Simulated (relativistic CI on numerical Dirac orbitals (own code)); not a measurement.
## In²¹⁺: sensitivity of the levels to the model

Base calculation: Dirac-Coulomb-Breit CI, separate exchange-only KLI orbitals for each configuration, model QED, unscaled Slater integrals.

Configuration list (outside the closed core [Ne]): 3s2.3p6.3d10, 3s2.3p6.3d9.4s, 3s2.3p6.3d9.4p, 3s2.3p6.3d9.4d, 3s2.3p6.3d9.4f, 3s2.3p6.3d8.4s2, 3s2.3p5.3d10.4s, 3s2.3p6.3d8.4s.4p, 3s2.3p5.3d10.4p, 3s2.3p6.3d9.5s, 3s2.3p6.3d8.4p2, 3s2.3p6.3d9.5p, 3s2.3p6.3d8.4s.4d, 3s2.3p6.3d9.5d, 3s2.3p6.3d8.4p.4d, 3s2.3p5.3d10.4d, 3s.3p6.3d10.4s, 3s2.3p6.3d9.5f, 3s2.3p5.3d9.4s2, 3s2.3p6.3d9.5g, 3s2.3p6.3d8.4d2, 3s2.3p6.3d9.6s, 3s.3p6.3d10.4p, 3s2.3p5.3d9.4s.4p, 3s2.3p6.3d9.6p, 3s2.3p5.3d10.4f, 3s2.3p6.3d9.6d, 3s2.3p5.3d9.4p2, 3s2.3p5.3d9.4s.4d, 3s.3p6.3d9.4s2, 3s.3p6.3d10.4d, 3s2.3p5.3d10.5s, 3s2.3p5.3d9.4p.4d, 3s2.3p5.3d10.5p, 3s.3p6.3d9.4s.4p, 3s2.3p4.3d10.4s2. Levels of other configurations are missing.

The lowest level and the first level of each name with at least 55 % of one term (blank where a level has no safe partner in the second run):

```tsv
Level	Base (eV)	Shift (eV)
3s2.3p6.3d10 1S_0	0.000	0.000
3s2.3p6.3d9.4s 3D_3	411.934	+1.744
3s2.3p6.3d9.4s 3D_1	419.916	+1.744
3s2.3p6.3d9.4p 3P°_2	454.727	+1.822
3s2.3p6.3d9.4p 3F°_2	463.020	+1.822
3s2.3p6.3d9.4p 3P°_1	463.987	+1.822
3s2.3p6.3d9.4p 3F°_4	465.593	+1.822
3s2.3p6.3d9.4p 1D°_2	467.079	+1.822
3s2.3p6.3d9.4p 1P°_1	467.604	+1.822
3s2.3p6.3d9.4p 3D°_3	468.250	+1.822
3s2.3p6.3d9.4p 3P°_0	471.664	+1.822
3s2.3p6.3d9.4p 3D°_1	474.717	+1.822
3s2.3p6.3d9.4p 3D°_2	475.889	+1.822
3s2.3p6.3d9.4d 3S_1	532.741	+1.878
3s2.3p6.3d9.4d 3G_4	536.197	+1.878
3s2.3p6.3d9.4d 3G_5	537.634	+1.878
3s2.3p6.3d9.4d 3F_4	540.337	+1.878
3s2.3p6.3d9.4d 3P_0	541.154	+1.878
3s2.3p6.3d9.4d 3G_3	544.092	+1.878
3s2.3p6.3d9.4d 3F_2	546.769	+1.878
3s2.3p6.3d9.4d 1S_0	570.282	+1.875
3s2.3p6.3d9.4f 3P°_0	608.256	+1.669
```

At this charge energies of transitions that change n are usually good to better than 1 %, and those within a shell (Δn = 0) to a few per cent.

(1) One thing was changed in a second run, which moved the levels as shown. Which?
A. P86 correlation estimate
B. Breit term removed
C. only the first 3 configurations
D. configuration mixing switched off
E. QED terms removed

## Answers

(1) A. P86 correlation estimate. A correlation estimate moves all levels of a configuration together before mixing; mixed levels move by a weighted share.

LS names give the leading component of a level, which can be under half, so a name can repeat, a term be missing and a line seem to break the LS rules.
